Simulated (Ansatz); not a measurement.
C3H5AlO, SMILES `C=[C]1O[CH2][AlH]1` at its PBE0-D4/def2-TZVP geometry, where that method's forces vanish. Total charge 0; spin multiplicity 1.

```xyz
10

C    -0.3348    1.7930    0.8611
C    -0.0483    0.6145    0.3121
O    -1.0139   -0.1405   -0.3361
C    -0.4045   -1.3644   -0.8252
Al    1.3000   -0.7354   -0.0532
H     0.4458    2.3530    1.3582
H    -1.3326    2.2203    0.8293
H    -0.5241   -1.4189   -1.9114
H    -0.9177   -2.2247   -0.3852
H     2.8301   -1.0969    0.1505
```

Task: What forces (eV/Å) does ωB97M-V/def2-TZVPP give on these atoms in Ansatz? (Best estimate.)

Result: The calculation gave: 
```
C1   0.003 -0.024 -0.013
C2   0.174  0.251  0.177
O3  -0.260  0.048 -0.041
C4   0.074 -0.229 -0.102
Al5  0.128 -0.057  0.003
H6  -0.054 -0.046 -0.038
H7   0.073 -0.057 -0.011
H8   0.010 -0.003  0.097
H9   0.046  0.072 -0.046
H10 -0.194  0.045 -0.026
```
